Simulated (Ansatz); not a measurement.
`C[C](=N)[GeH2][OH]` and `CC(C)=N` differ in one atom or group.

Ansatz, PBE0-D4/def2-TZVP geometries, multiplicity 1. Each molecule was computed in one conformer, which needn't be the lowest.

Scalar relativity is left out up to krypton.

| property | `C[C](=N)[GeH2][OH]` |
| --- | --- |
| size of the dipole moment (PBE/def2-TZVPP) / D | 2.58 |
| LUMO energy (ωB97M-V/def2-TZVPP) / eV | 1.62 |
| HOMO–LUMO gap (PBE0/def2-TZVPP) / eV | 6.59 |
| size of the dipole moment (ωB97M-V/def2-TZVPP) / D | 2.91 |
| HOMO–LUMO gap (B3LYP/def2-TZVPP) / eV | 6.14 |
| HOMO–LUMO gap (ωB97M-V/def2-TZVPP) / eV | 10.92 |

Problem. Give the same properties after the change, and the shifts. (Best estimate.)

Solution. Computed: 
```tsv
property	`CC(C)=N`	shift
size of the dipole moment (PBE/def2-TZVPP) / D	2.36	-0.22
LUMO energy (ωB97M-V/def2-TZVPP) / eV	2.41	0.79
HOMO–LUMO gap (PBE0/def2-TZVPP) / eV	7.63	1.04
size of the dipole moment (ωB97M-V/def2-TZVPP) / D	2.45	-0.46
HOMO–LUMO gap (B3LYP/def2-TZVPP) / eV	7.12	0.98
HOMO–LUMO gap (ωB97M-V/def2-TZVPP) / eV	12.22	1.30
```

With PBE0 the HOMO falls by 0.35 eV and the LUMO rises by 0.69 eV, so the gap widens by about 1.04 eV. PBE moves the HOMO by -0.15 eV and ωB97M-V by -0.51 eV. Dipoles are sizes alone; their direction can turn.

B3LYP here is the variant with VWN-RPA as its local correlation; programs differ in this.
